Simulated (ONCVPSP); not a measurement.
**Ru: one change to an ONCV potential, before and after**

ONCVPSP 4.0.1 input, shortened (lines: element, Z, core and valence counts, functional; n l f; lmax; l rc ep ncon nbas qcut; lloc lpopt rc5 dvloc0; l nproj debl; icmod fcfact rcfact), BLYP, scalar-relativistic:

```
  Ru 44.00    8    2  -106131      upf
    1    0    2.00
    2    0    2.00
    2    1    6.00
    3    0    2.00
    3    1    6.00
    3    2   10.00
    4    0    2.00
    4    1    6.00
    4    2    7.00
    5    0    1.00
    2
    0    2.85    0.00    3    6    2.30
    1    2.20    0.42    4    8    3.60
    2    1.30    0.00    5    9    7.60
    4    5    0.95    4.00
    0    2    2.70
    1    2    1.10
    2    2    1.70
    1    0.65    0.00
```

Change: core correction polynomial model core, fcfact 1.06.

Cutoffs: the cutoffs (Ha) at which the residual kinetic energy of the hardest occupied pseudo-wave falls to 1 and 0.1 mHa per electron; they do not see the model core or the augmentation charge, which bear on the density cutoff. Errors are all-electron minus pseudo energies relative to the spin-unpolarised reference configuration.

Problem. What does the change do?

Solution. The potential gets neither clearly harder nor softer (26 Ha and 46 Ha → 26 Ha and 46 Ha); both files keep a bound ghost (p, s); the errors of the 4 common tests hardly move. A model core, the more so a compact one, raises the density cutoff, which this test does not measure.

```csv
quantity,base,changed
"cutoff, loose",26 Ha,26 Ha
"cutoff, tight",46 Ha,46 Ha
bound ghosts,"s, p","s, p"
GHOST(+) flags under 300 eV,s at 89.3 eV,s at 89.3 eV
"error for 4d7 5s0, meV [ΔE 7.37 eV]",-11,-11
"error for 4d6 5s0, meV [ΔE 25.48 eV]",-65,-65
"error for 4d5 5s0, meV [ΔE 56.00 eV]",-359,-362
"error for 4d6 5s1, meV [ΔE 9.99 eV]",-35,-36
s: phases at 2.90 bohr within 0.05 rad from the reference energy up to (Ha; the scan ends near 5),1.8,1.8
p: phases at 2.24 bohr within 0.05 rad from the reference energy up to (Ha; the scan ends near 5),4.4,4.4
d: phases at 1.32 bohr within 0.05 rad from the reference energy up to (Ha; the scan ends near 5),to the end of the scan,to the end of the scan
"rms error of d²Exc/dni dnj with the model core, mHa",0.54,0.34
```

 A true bound ghost makes a file unfit for plane-wave use even where its test errors are small: the radial tests pick states by their node count and pass the ghost by.
